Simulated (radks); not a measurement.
Problem. Species: Ba41+. Configuration: [Ne] 3s2 3p3. All-electron calculation, Dirac Kohn-Sham, LB94 model potential, spin-unpolarised, spherical densities, finite nucleus; open shells fill j = l - 1/2 first; Fermi nuclear charge, rms radius 4.8378 fm. Program: a radial shooting solver on a logarithmic mesh with Libxc functionals.

Spin-orbit splittings of the eigenvalues, e(l+1/2) - e(l-1/2), with zeta = 2 splitting/(2l+1) and mean radii in bohr:

shell  occ.  splitting (eV)  zeta (eV)  <r> j=l-1/2  <r> j=l+1/2
2p        6           394.8      263.2      0.09047      0.09623
3p        3               ?          ?       0.2495       0.2584
3d        0           23.90      9.561       0.2232       0.2260

Estimate the 3p splitting.

Solution. 99.11 eV (zeta = 66.07 eV).
